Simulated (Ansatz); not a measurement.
Si(Me)(OH)2(SH) (CH6O2SSi), SMILES O[Si](O)(S)C.

Geometry: PBE0-D3(BJ)/def2-SVP. Other conformers were not sampled.

Two levels are set side by side: PBE/def2-SVPD (Ansatz, a quantum-chemistry and plane-wave program) and PBE0/def2-SVPD (Ansatz). Energy differences of separate SCF runs at the same geometry; the states with an electron removed or added have multiplicity 2 and 2. Differences are taken from unrounded values.

```json
[
 {"quantity": "vertical ionisation energy (eV)", "PBE": "9.52"},
 {"quantity": "vertical singlet–triplet gap (eV)", "PBE": "5.45"}
]
```

### Question
These are the PBE values. What does PBE0 give? (The exact figures need the calculation; the answer reports its results.)

### Answer

```tsv
quantity	PBE0	PBE minus PBE0
vertical ionisation energy (eV)	9.80	-0.28
vertical singlet–triplet gap (eV)	5.67	-0.21
```
